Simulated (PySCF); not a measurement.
Cl3Re, SMILES [Cl][Re]([Cl])[Cl] (connectivity only; charge and spin as stated), neutral, multiplicity 5.

Geometry optimised at PBE-D3(BJ)/def2-SVP. The spin state was assumed, not searched. The def2 effective core potentials stand for the cores of Re; spin–orbit coupling is left out.

Level of theory: TDA-LC-ωPBE/def2-SVPD run with PySCF 2.14.0.

Vertical excitations. Isolated molecule, no solvent.

```csv
state,energy (eV),λ (nm),f,main pairs
root 1,1.19,1046,0.001,α HOMO→LUMO 95 %
root 2,2.02,612,0.000,α HOMO−1→LUMO 93 %
root 3,2.44,507,0.001,α HOMO−2→LUMO 88 %
root 4,3.16,392,0.003,α HOMO−4→LUMO 97 %
root 5,4.57,271,0.010,α HOMO−3→LUMO 87 %
root 6,4.93,251,0.001,β HOMO→LUMO 96 %
root 7,4.98,249,0.000,β HOMO→LUMO+2 94 %
root 8,5.15,241,0.000,β HOMO→LUMO+1 89 %
root 9,5.19,239,0.007,β HOMO→LUMO+3 85 %
root 10,5.22,238,0.010,"α HOMO−5→LUMO 74 %, β HOMO−3→LUMO+4 7 %, β HOMO−2→LUMO+1 7 %"
```
Unrestricted roots are not spin-pure.
